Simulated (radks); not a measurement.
The numbers below are computed, except where a source is named.
Question: Excited configurations of the magnesium ion Mg+: one electron is placed in a higher orbital outside [Ne]. The ground configuration is [Ne] 3s1. Level of theory: non-relativistic Kohn-Sham, r2SCAN, spin-polarised, spherical densities, point nucleus; open shells are filled with parallel spins first; meta-GGA in the generalised Kohn-Sham scheme (a radial shooting solver on a logarithmic mesh with Libxc functionals). Excitation = E - E(ground); binding = E(ion) - E, where the ion is the core of charge +2; n* = 2/sqrt(2 binding) in atomic units, and the quantum defect is n - n*.

outer orbital  excitation (eV)  binding (eV)     n*  quantum defect  eigenvalue (eV)  <r> (bohr)
3d                       9.058         5.965  3.021          -0.021           -4.282       5.218
4s                       8.485         6.538  2.885           1.115           -5.272       6.330
4p                       9.866         5.157  3.248           0.752           -4.113       7.564
4d                      11.516         3.507  3.940           0.060           -2.700       10.21
4f                      11.659         3.364  4.022          -0.022           -2.424       9.145
5d                      12.737         2.285  4.880           0.120           -1.811       16.71
7s                      13.409         1.614  5.807           1.193           -1.321       25.74

Estimate the row for 7f.

Answer: excitation (eV) 13.855; binding (eV) 1.168; n* 6.827; quantum defect 0.173; eigenvalue (eV) -0.940; <r> (bohr) 33.39. The Delta-SCF ionisation energy is 15.023 eV (NIST Atomic Spectra Database: 15.035 eV, measured). Self-interaction in the functional shifts the binding energies and quantum defects, so they are the method's values and not measured ones.
